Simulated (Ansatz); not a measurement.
An input meant for AlO6H12⁴⁺, that is [Al(H2O)6]3+ with one electron fewer (charge 4, doublet).

```yaml
crystal:
  periodic: [false, false, false]
  atoms:
    - {symbol: Al, position_ang: [-0.000578, 0.001126, 0.000304]}
    - {symbol: O, position_ang: [-0.058491, 0.061813, 1.930634]}
    - {symbol: H, position_ang: [-0.104759, 0.864066, 2.491965]}
    - {symbol: H, position_ang: [-0.045986, -0.706052, 2.539918]}
    - {symbol: O, position_ang: [0.055626, -0.072003, -1.929729]}
    - {symbol: H, position_ang: [0.095267, -0.880971, -2.481978]}
    - {symbol: H, position_ang: [0.048732, 0.689021, -2.547420]}
    - {symbol: O, position_ang: [1.929613, 0.077289, 0.053617]}
    - {symbol: H, position_ang: [2.491519, 0.137195, 0.854595]}
    - {symbol: H, position_ang: [2.537576, 0.064556, -0.715177]}
    - {symbol: O, position_ang: [-1.930550, -0.067670, -0.055722]}
    - {symbol: H, position_ang: [-2.539370, -0.070285, 0.712432]}
    - {symbol: H, position_ang: [-2.492191, -0.103909, -0.858415]}
    - {symbol: O, position_ang: [-0.069648, 1.930644, -0.067673]}
    - {symbol: H, position_ang: [0.694913, 2.543994, -0.073566]}
    - {symbol: H, position_ang: [-0.875472, 2.487688, -0.102624]}
    - {symbol: O, position_ang: [0.072617, -1.928925, 0.069640]}
    - {symbol: H, position_ang: [-0.689516, -2.545384, 0.065593]}
    - {symbol: H, position_ang: [0.880678, -2.482203, 0.113587]}
basis:
  gaussian: {orbitals: def2-TZVP}
total_charge: 4
magnetization: {spin_polarized: true, initial_magnetization: 1}
hamiltonian: {xc: {name: HF}}
correlation: {method: mp2, frozen_orbitals: {Al: 9}}
output: {forces: true}
```

```sh
$ ansatz run in.yaml --threads 4 --pin off --events-out ev --progress --plain --max-ram 8704MiB
```

Output, abridged:

```
Functional definition: HF
Error: "frozen_orbitals" has no count for O
```

In this input frozen orbitals are typed for one element alone, and the program wants a count for each (the count typed has to fit that element's core, too). The program refused the input.
